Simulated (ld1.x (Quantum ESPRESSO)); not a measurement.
Cr (Z = 24): one change to an RRKJ potential, before and after

```
Element                 : Cr
Generator               : ld1.x (Quantum ESPRESSO) 7.5
Type                    : norm-conserving RRKJ (Kleinman–Bylander form)
Functional              : revPBE
Relativity              : scalar-relativistic
Frozen core             : [Ar]
Valence charge          : 6
Reference configuration : 3d5 4s1 4p0
Partial waves           : 4s (bound): rc 2.50 bohr; 4p (bound, empty): rc 4.00 bohr; 3d (bound): rc 1.50 bohr; 4f channel at 0.05 Ry: rc 4.15 bohr
Local potential         : all-electron potential smoothed inside 2.70 bohr (lloc = -1)
Core correction         : none
rho0                    : 0.01
```

All-electron outer shells of the reference configuration (revPBE, scalar-relativistic, ld1.x):

| shell | level (eV) | outermost node (bohr) | outermost maximum (bohr) |
| --- | --- | --- | --- |
| 3s | -74.03 | 0.36 | 0.78 |
| 3p | -45.43 | 0.33 | 0.80 |
| 4s | -3.93 | 1.12 | 2.78 |
| 3d | -2.85 | – | 0.84 |
| 4p | -0.97 | 1.25 | 3.94 |

Change: wave 3d (bound): rc 1.50 bohr becomes 3d (bound): rc 1.66 bohr.

Cutoffs: the cutoffs (Ry, on a coarse ladder) from which the occupation-weighted sum of valence levels, in a spherical-Bessel basis at the reference potential, stays within 10 and 1 mRy of its value at 400 Ry; they do not see the model core or the augmentation charge, which bear on the density cutoff. Errors are all-electron minus pseudo energies relative to the spin-unpolarised reference configuration.

Question: Predict the effect on cutoff, ghosts and configuration errors.

Answer: The potential gets softer (80 Ry and 100 Ry → 60 Ry and 90 Ry); of the 7 tests that both files solve, the error grows in 1 and shrinks in 2 by more than 15 % and 0.3 meV (median size 44.4 → 40.2 meV); neither file shows a bound ghost. A larger radius leaves more room for a smooth pseudo-wave, so fewer plane waves are needed.

| quantity | base | changed |
| --- | --- | --- |
| cutoff, loose | 80 Ry | 60 Ry |
| cutoff, tight | 100 Ry | 90 Ry |
| loose cutoff by channel (10 mRy a level) | s 18 Ry, d 70 Ry | s 18 Ry, d 55 Ry |
| bound ghosts | none | none |
| error for 3d5 4s0 4p0, meV [ΔE 6.79 eV] | +25 | +28 |
| error for 3d4 4s0 4p0, meV [ΔE 22.72 eV] | +15 | +15 |
| error for 3d3 4s0 4p0, meV [ΔE 53.37 eV] | -454 | -374 |
| error for 3d4 4s2 4p0, meV [ΔE -0.10 eV] | -76 | -60 |
| error for 3d4 4s1 4p0, meV [ΔE 7.91 eV] | -61 | -53 |
| error for 3d6 4s0 4p0, meV [ΔE 1.71 eV] | -44 | -40 |
| error for 3d5 4s0.5 4p0, meV [ΔE 2.66 eV] | +2.3 | +2.9 |
| s: phases at 4.50 bohr within 0.05 rad from the reference energy up to (Ry; the scan ends near 5) | 0.6 | 0.6 |
| p: phases at 4.50 bohr within 0.05 rad from the reference energy up to (Ry; the scan ends near 5) | 1.1 | 1.1 |
| d: phases at 4.50 bohr within 0.05 rad from the reference energy up to (Ry; the scan ends near 5) | 0.3 | 0.3 |
| f: phases at 4.50 bohr within 0.05 rad from the reference energy up to (Ry; the scan ends near 5) | 2.3 | 2.3 |
